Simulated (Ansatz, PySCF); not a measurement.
Noncovalent pair: C2H2 (SMILES C#C) (first 4 atoms) with CH5N (SMILES CN); geometry from B3LYP-D3(BJ)/def2-TZVP.
(charge 0, multiplicity 1):
```xyz
11

C      0.25606    -0.65224     0.03552
C     -0.09763     0.42389     0.42230
H      0.56814    -1.60838    -0.30811
H     -0.41640     1.37658     0.76903
C     -0.58783     0.45400     4.03448
N      0.59407    -0.36439     3.77900
H     -0.73007     0.56307     5.11107
H     -1.46857    -0.05505     3.64012
H     -0.56157     1.46393     3.59834
H      1.42876     0.08939     4.12969
H      0.72047    -0.49668     2.78267
```

Monomers are frozen at their geometry in the pair; levels with a basis set take the counterpoise correction. Rows marked so take none.

Rows in 6-31G* carry no dispersion term and start afresh at each structure (6-31G* with six Cartesian d functions).

Programs: Ansatz (Gaussian basis) for Hartree–Fock, density functionals and correlated methods; PySCF for 6-31G* rows. Each number belongs to the level named beside it.

### Question
One of these levels gives -5.5 kJ/mol for the interaction energy. Which?
(A) B97M-V/def2-TZVPPD
(B) HF/6-31G* (no counterpoise)
(C) r2SCAN/def2-TZVPPD

### Answer
C, r2SCAN/def2-TZVPPD. The others give -2.2 (HF/6-31G* (no counterpoise)), -7.0 (B97M-V/def2-TZVPPD)

Ansatz is a program for electronic structure.
